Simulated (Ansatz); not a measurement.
`[F][Al]1[CH]=[N]1`. Charge 0, multiplicity 1.

```xyz
5

F     0.8981    0.7987   -2.2256
Al    0.3151    0.2968   -0.7851
C    -0.3846   -0.0232    0.8623
N     0.0128   -1.1227    0.2902
H    -0.8414    0.0504    1.8582
```

Q: List the harmonic frequencies (cm⁻¹, unscaled) at PBE0-D4/def2-TZVP in Ansatz. (An estimate is asked.)

A: Ansatz gave: 172, 201, 616, 731, 810, 1006, 1186, 1451, 3017.

Q: Is this a minimum?

A: Yes, all 9 modes are real.

Q: Give the ideal-gas thermochemistry at 298.15 K and 1 bar (rigid rotor, harmonic oscillator; point group Cs, symmetry number 1).

A: Zero-point energy 55.0 kJ/mol; H(298) − E = 69.0 kJ/mol; entropy 285.6 J/(mol·K), of which translation 162.4, rotation 99.8, vibration 23.4; G(298) − E = -16.2 kJ/mol.
